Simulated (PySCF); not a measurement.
## As: excitation energy

As [Ar] 3d10 4s2 4p3 (4S) → As [Ar] 3d10 4s2 4p2 5s1 (4P), as a difference of total energies. Computed with PySCF 2.14 in x2c-TZVPPall with one added diffuse shell each of s, p, d type (7s6p5d1f, 57 functions), with the spin-free X2C one-electron Hamiltonian (Gaussian nucleus). Correlated levels: valence: [Ar] 3d10 frozen. The calculations carry no spin-orbit coupling.

```json
{"method": "UHF", "excitation energy (eV)": "6.623", "error (eV)": "+0.163"}
{"method": "MP2 (valence)", "excitation energy (eV)": "6.792", "error (eV)": "+0.332"}
{"method": "SCS-MP2 (valence)", "excitation energy (eV)": "6.743", "error (eV)": "+0.283"}
{"method": "CCSD (valence)", "excitation energy (eV)": "6.744", "error (eV)": "+0.284"}
{"method": "CCSD(T) (valence)", "excitation energy (eV)": "6.749", "error (eV)": "+0.289"}
```

Reference: 6.460 eV (measured; NIST levels, between the centres of gravity of the two terms).

Errors of the correlated levels include the incompleteness of this basis and the frozen core.

The promoted electron is Rydberg-like, and one or two diffuse shells describe it only roughly, which tends to raise the upper state.
